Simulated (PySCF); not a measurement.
## Bonding in `C=C(C#N)C[SiH3]`

Species: C4H7NSi.
SMILES with atom numbers: `[CH2:1]=[C:2]([C:3]#[N:4])[CH2:5][SiH3:6]` (hydrogens: H7, H8 on C1; H9, H10 on C5; H11, H12, H13 on Si6)

Geometry (GFN2-xTB, Å), atoms numbered from 1 in this order:
```
atom  x, y, z in Å
C1     1.604   -0.456    1.058
C2     0.940    0.046    0.017
C3     1.289    1.324   -0.485
N4     1.564    2.351   -0.913
C5    -0.202   -0.622   -0.670
Si6   -1.872    0.096   -0.059
H7     2.406    0.082    1.534
H8     1.361   -1.426    1.458
H9    -0.124   -0.472   -1.748
H10   -0.166   -1.694   -0.476
H11   -2.937   -0.615   -0.767
H12   -1.962   -0.140    1.383
H13   -1.907    1.526   -0.351
```

Bond orders from the PBE0/pcSseg-1 density (PySCF). The structure is a single GFN2-xTB conformer in the gas phase; no vibrational or solvent corrections.

Task: Where do the orders between heavy atoms depart from those drawn in the SMILES?

Result: The largest departure is 0.126, at C5–Si6 (drawn single, 0.874). Drawn single, order below 0.88: C5–Si6 (0.874).

Task: Set the Mayer orders of the bonds between heavy atoms beside their lengths.

Result: 
| bond | drawn as | length (Å) | Mayer order |
| --- | --- | --- | --- |
| C1–C2 | double | 1.333 | 1.906 |
| C2–C3 | single | 1.416 | 1.012 |
| C3–N4 | triple | 1.147 | 3.021 |
| C2–C5 | single | 1.491 | 1.025 |
| C5–Si6 | single | 1.917 | 0.874 |

By pair of heavy elements: C–C: lowest C2–C3 (1.012, 1.416 Å), highest C1–C2 (1.906, 1.333 Å).

Task: And the bonds to hydrogen?

Result: C–H: 0.93 to 0.94 (4 bonds); H–Si: 0.94 to 0.95 (3 bonds).

Task: Sum the orders of all bonds at each heavy atom with more than one neighbour and set the sums beside the valence in the SMILES.

Result: C1 3.791 (drawn 4), C2 3.943 (drawn 4), C3 4.033 (drawn 4), C5 3.773 (drawn 4), Si6 3.712 (drawn 4). Orders between atoms that aren't bonded are not in these sums.

Mayer orders depend on the basis set.
